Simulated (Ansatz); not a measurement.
`[CH3][AlH][SiH2][SbH2]` and `CO[SiH2][AlH][CH3]` differ in one atom or group.

Ansatz, PBE0-D4/def2-TZVP geometries, multiplicity 1. Each molecule was computed in one conformer, which needn't be the lowest.

Elements past krypton have def2 core potentials.

```csv
property,`[CH3][AlH][SiH2][SbH2]`
size of the dipole moment (ωB97M-V/def2-TZVPP) / D,0.81
LUMO energy (B3LYP/def2-TZVPP) / eV,-1.41
LUMO energy (ωB97M-V/def2-TZVPP) / eV,0.51
HOMO energy (PBE/def2-TZVPP) / eV,-5.65
HOMO energy (B3LYP/def2-TZVPP) / eV,-6.35
LUMO energy (PBE/def2-TZVPP) / eV,-1.98
```

Problem. What does the change do to each property? (Best estimate.)

Solution. Ansatz gave: 
```tsv
property	`CO[SiH2][AlH][CH3]`	shift
size of the dipole moment (ωB97M-V/def2-TZVPP) / D	1.66	0.85
LUMO energy (B3LYP/def2-TZVPP) / eV	-1.88	-0.47
LUMO energy (ωB97M-V/def2-TZVPP) / eV	-0.08	-0.59
HOMO energy (PBE/def2-TZVPP) / eV	-5.70	-0.05
HOMO energy (B3LYP/def2-TZVPP) / eV	-6.68	-0.33
LUMO energy (PBE/def2-TZVPP) / eV	-2.45	-0.47
```

With PBE0 the HOMO falls by 0.31 eV and the LUMO falls by 0.46 eV, so the gap narrows by about 0.15 eV. PBE moves the HOMO by -0.05 eV and ωB97M-V by -0.51 eV. Dipoles are sizes alone; their direction can turn.

B3LYP here is the variant with VWN-RPA as its local correlation; programs differ in this.

Spin–orbit coupling is left out; it splits and shifts lone-pair levels of the heavy atoms by tenths of an eV.
